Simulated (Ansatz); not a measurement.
```yaml
crystal:
  periodic: [false, false, false]
  atoms:
    - {symbol: O, position_ang: [-1.260697, 0.540313, -1.044454]}
    - {symbol: Ga, position_ang: [0.129803, 0.090931, -0.029414]}
    - {symbol: O, position_ang: [-0.392908, -0.589310, 1.719195]}
    - {symbol: O, position_ang: [1.643377, 0.209312, -0.457254]}
    - {symbol: H, position_ang: [-2.260467, 0.434244, -0.792147]}
    - {symbol: H, position_ang: [0.344318, -0.856097, 2.040831]}
    - {symbol: H, position_ang: [1.939601, 0.489900, -1.599224]}
basis:
  gaussian: {orbitals: def2-mTZVP, fitting: {mean_field: cc-pVTZ-jkfit}}
hamiltonian: {xc: {name: CCSD(T)}, dispersion: d3bjatm}
output: {forces: true}
```

```sh
$ ansatz run in.yaml --threads 2 --pin off --events-out ev --progress --plain --max-ram 32768MiB --backend cpu
```

It prints (some lines left out):

```
Error: YAML parse error: error: line 13 column 19: hamiltonian.xc: no functional is named "CCSD(T)"; the names, which are not case-sensitive, are SVWN5, SPW92, PBE, PBE0, PBEsol, revPBE, revPBE0, RPBE, rPW86-PBE, HSE06, wPBEh, LC-wPBE, HISS, HF, BLYP, B3LYP, B3LYP5, BHLYP, CAM-B3LYP, r2SCAN, r2SCANh, r2SCAN0, r2SCAN50, m-r2SCAN, B97, wB97, wB97X, wB97X-V, B97M-V, wB97M-V, B2PLYP, B2GP-PLYP, PBE0-DH, PBE-QIDH
11 | basis:
12 |   gaussian: {orbitals: def2-mTZVP, fitting: {mean_field: cc-pVTZ-jkfit}}
13 | hamiltonian: {xc: {name: CCSD(T)}, dispersion: d3bjatm}
14 | output: {forces: true}
```

Something in this input is off. What?

The method's name isn't one that the program takes here. The program refused the input.

HSE06 is defined as in plane-wave codes.
